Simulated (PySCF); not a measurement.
**Calcium: highly charged ions in a basis for the neutral atom**

Ca⁵⁺ [Ne] 3s2 3p3, Ca⁶⁺ [Ne] 3s2 3p2. Calculation: PySCF 2.14, in cc-pVDZ-X2C (5s4p2d, 27 functions); the spin-free X2C one-electron Hamiltonian (Gaussian nucleus). No spin-orbit coupling, so a gap to NIST mixes the basis error with missing relativistic terms.

Changed run: basis of the neutral atom used for a highly charged ion. This setting is unsound on purpose.

```json
{"species": "Ca⁵⁺", "method": "UHF", "sound run (hartree)": "not run", "changed run (hartree)": "-671.53811", "converged": "yes"}
{"species": "Ca⁵⁺", "method": "TPSS", "sound run (hartree)": "not run", "changed run (hartree)": "-672.16494", "converged": "yes"}
{"species": "Ca⁵⁺", "method": "LDA", "sound run (hartree)": "not run", "changed run (hartree)": "-670.24486", "converged": "yes"}
{"species": "Ca⁶⁺", "method": "UHF", "sound run (hartree)": "not run", "changed run (hartree)": "-667.53131", "converged": "yes"}
{"species": "Ca⁶⁺", "method": "TPSS", "sound run (hartree)": "not run", "changed run (hartree)": "-668.12897", "converged": "yes"}
{"species": "Ca⁶⁺", "method": "LDA", "sound run (hartree)": "not run", "changed run (hartree)": "-666.20932", "converged": "yes"}
```

Ionisation energy of Ca⁵⁺:

```tsv
method	changed run (eV)	NIST (eV)
UHF	109.03	108.78 ± 0.25
TPSS	109.82	108.78 ± 0.25
LDA	109.81	108.78 ± 0.25
```

The contracted functions were made for the neutral atom and can be too rigid for a highly charged ion.
